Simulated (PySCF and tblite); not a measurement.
Results of a calculation; reference values are marked as such.
C5H6O2, numbered as in [CH3:1][O:2][c:3]1[cH:4][cH:5][cH:6][o:7]1.

The ensemble was built from 90 distance-geometry starts (ETKDG and KDG, MMFF94s, GFN2-xTB) and rests on PBE0-D3(BJ)/def2-SVP geometries. Energies: B3LYP-D3(BJ)/def2-TZVP (IEF-PCM, chloroform), with GFN2-xTB thermal terms (modes under about 100 cm⁻¹ blended into free rotors). Symmetry numbers and mirror images are counted. Conformers within 3 kcal/mol (GFN2-xTB free energy) were kept, 8 at most. GIAO shieldings: WP04/pcSseg-1 (IEF-PCM, chloroform). Shifts are against TMS (¹H), TMS (¹³C) at the same level. Run with PySCF (density fitting) and tblite.

Question: Predict the averaged NMR shifts at 298.15 K.

Answer: ¹H: 6.80 (H6, 1H), 6.34 (H5, 1H), 5.22 (H4, 1H), 3.73 (H1, 3H) ppm. ¹³C: 168.1 (C3), 137.6 (C6), 119.6 (C5), 86.5 (C4), 58.3 (C1) ppm.

Question: How do the conformers differ?

Answer: Torsions listed: C1–O2–C3–O7. Of a mirror pair one member is shown.
```tsv
conformer	shape	weight %
1	180°	86.0
2	25°	14.0
```

| signal | 1 | 2 | average |
| --- | --- | --- | --- |
| H1 | 3.71 | 3.81 | 3.73 |
| H4 | 5.19 | 5.40 | 5.22 |
| H5 | 6.33 | 6.35 | 6.34 |
| H6 | 6.80 | 6.84 | 6.80 |
| C1 | 58.3 | 58.5 | 58.3 |
| C3 | 168.3 | 166.7 | 168.1 |
| C4 | 85.9 | 90.0 | 86.5 |
| C5 | 119.5 | 120.1 | 119.6 |
| C6 | 137.6 | 137.9 | 137.6 |

Question: Which signal moves most, for its nucleus, between 150 and 400 K through the change of populations alone?

Answer: C4: 86.0 ppm at 150 K, 86.1 ppm at 200 K, 86.3 ppm at 250 K, 86.5 ppm at 298.15 K, 86.9 ppm at 400 K. Exchange is taken as fast throughout; ring flips and hindered rotations can be slow on the NMR time scale at the lower temperatures.

Thermal terms of a conformer that GFN2-xTB lacks, or places elsewhere, come from the nearest GFN2-xTB minimum; such a conformer stays in the set even outside the window. Shifts are unscaled: against experiment ¹³C can be off by 15 ppm or more and ¹H by 0.8 ppm.
